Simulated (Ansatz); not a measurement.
A nudged elastic band was laid between two geometries of C3H9BO (14 atoms, charge 0, multiplicity 1).

All numbers below come from RKS PBE0/6-31G* in Ansatz.

* movable images: 7
* climbing image: yes
* spring: 5.0 eV/Å²
* optimiser: quadratic models (default)
* start path: through a guess of the saddle point
* force threshold: 0.05 eV/Å
* iteration limit: 60
* end points: relaxed

First end point:

```xyz
14
Properties=species:S:1:pos:R:3
C -1.685 -0.906 0.615
B -0.131 -1.096 0.652
C 0.930 -0.149 -0.014
C 0.441 1.107 -0.717
O 1.467 1.817 -1.383
H -2.051 0.030 0.181
H -2.115 -1.024 1.619
H -2.112 -1.738 0.033
H 0.296 -2.071 1.220
H 1.669 0.111 0.767
H 1.514 -0.759 -0.724
H -0.281 0.846 -1.498
H -0.089 1.758 -0.001
H 2.134 2.044 -0.721
```

Last end point:

```xyz
14
Properties=species:S:1:pos:R:3
C -1.684 -0.920 0.597
B -0.130 -1.111 0.627
C 0.931 -0.149 -0.017
C 0.439 1.102 -0.728
O 1.469 1.826 -1.374
H -2.024 -0.766 1.633
H -2.062 -0.091 -0.009
H -2.182 -1.847 0.281
H 0.300 -2.077 1.208
H 1.653 0.118 0.775
H 1.534 -0.752 -0.719
H -0.265 0.833 -1.523
H -0.113 1.745 -0.022
H 2.119 2.060 -0.699
```

What changes between the two ends?

No bond is made or broken.

Give the energies along the band, and the barrier.

The forces met the threshold. The highest image is number 6 of 0 to 8, 321.4 kJ/mol above the ends, which have the same energy within 2 meV. The profile has 2 maxima (images 1, 6) with wells between them (image 2): this band takes more than one step, which may be the mechanism or a detour left from its start path. Neighbouring images differ by up to 3.3 eV, so the band resolves the path poorly. A vibrational analysis at the climbing image gives one clearly imaginary mode, 1586i cm⁻¹: a first-order saddle point.

| image | path coordinate (Å) | energy (kJ/mol) |
| --- | --- | --- |
| 0 | 0.00 | 0.0 |
| 1 | 1.59 | 1.5 |
| 2 | 3.17 | 0.0 |
| 3 | 4.76 | 3.6 |
| 4 | 6.34 | 5.8 |
| 5 | 7.93 | 7.6 |
| 6 | 9.52 | 321.4 |
| 7 | 11.75 | 5.2 |
| 8 | 13.97 | 0.0 |

What is the geometry of the highest image?


```xyz
14
Properties=species:S:1:pos:R:3
C -1.703 -1.526 0.629
B -0.475 -0.564 0.823
C 0.682 -0.142 -0.203
C 0.588 1.343 -0.563
O 1.598 1.767 -1.455
H -2.112 -1.392 1.611
H -0.911 -1.312 -0.138
H -2.234 -2.223 -0.013
H -0.493 -0.078 1.909
H 1.643 -0.325 0.304
H 0.726 -0.712 -1.143
H -0.357 1.544 -1.078
H 0.587 1.952 0.356
H 2.447 1.638 -1.011
```

The run took 7.4 min on 2 threads of Arm Neoverse V2, on a shared host, peak memory 0.21 GiB.
